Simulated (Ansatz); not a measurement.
A made-up structure of SiHSeO (charge -1), singlet:

| atom | x (Å) | y (Å) | z (Å) |
| --- | --- | --- | --- |
| O1 | -1.2501 | 0.7218 | 1.3880 |
| Si2 | -1.4367 | -0.5337 | 0.2099 |
| Se3 | 1.0016 | -0.7010 | -1.2368 |
| H4 | 1.6852 | 0.5129 | -0.3611 |

It is relaxed with PBE-D4/def2-SVPD and then PBE0-D4/def2-TZVPD (Ansatz 0.2.0). Atoms count as bonded within 1.22 times the sum of their covalent radii (H–H: 0.88 Å). The end point is not checked to be a true minimum.

(1) Does its bonding change? (Judge from chemistry; the calculation decides.)

## Answers

(1) By the calculation: Yes. Formed: Si2–Se3; broken: none.

Where it ends: The first stage lowers the energy by 0.64 eV in 7 steps. It ends as SiHSeO ([O][Si][SeH]), total charge -1:
| atom | x (Å) | y (Å) | z (Å) |
| --- | --- | --- | --- |
| O1 | -1.1126 | 0.6471 | 1.2401 |
| Si2 | -1.2831 | -0.4746 | 0.1895 |
| Se3 | 0.8919 | -0.6281 | -1.1052 |
| H4 | 1.5039 | 0.4556 | -0.3245 |

Labels in which every atom is bracketed show which atoms are joined, not bond orders.

For scale, one of the runs: PBE0-D4/def2-TZVPD relaxation, 149 basis functions, launched by `ansatz run in.yaml --threads 2 --pin off --events-out ev --progress --plain --max-ram 4352MiB`. Hardware: 2 CPU threads of an Arm Neoverse V1, shared host. Wall time about 29 s.
